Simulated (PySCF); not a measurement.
HfCl₃, SMILES [Cl][Hf]([Cl])[Cl] (connectivity only; charge and spin as stated), neutral, multiplicity 2.

Geometry: PBE0-D3(BJ)/def2-SVP. The multiplicity is an assumed one; other spin states were not compared. The isomer is the one that the SMILES or the coordinates give; other isomers of the formula were not compared. The def2 effective core potentials stand for the cores of Hf; spin–orbit coupling is left out.

The numbers are results of B3LYP/def2-TZVPD (PySCF), not measurements.

Gas-phase values at a fixed geometry.

Computed frontier levels, dipole moment and polarisability:
The α spin, highest occupied and lowest empty level comes out as -5.95 and -2.48 eV and the β spin, highest occupied and lowest empty level is -9.36 and -2.92 eV. The dipole moment comes out as 0.00 D and the quadrupole, principal values (traceless, Buckingham form, about the centre of nuclear charge) is -2.87, -2.87, 5.74 D·Å. The mean static polarisability is 87.7 bohr³ (13.00 Å³), the polarisability, principal values comes out as 78.9, 92.2, 92.2 bohr³ and the ⟨S²⟩ is 0.752 (pure state 0.75).
